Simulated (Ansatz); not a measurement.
Harmonic frequencies (cm⁻¹) at PBE0-D4/def2-TZVP from Ansatz: 114, 202, 397, 418, 484, 565, 747, 838, 890, 899, 991, 1108, 1200, 1331, 1421, 1465, 1678, 2630, 3149, 3259, 3823.

Each molecule was computed in one conformer, which needn't be the lowest.

(1) Which molecule is it?
A. `OC1(F)BC1`
B. `B/C=C(/O)F`
C. `C=C(F)BO`
D. `C=C(O)BF`

## Answers

(1) D.
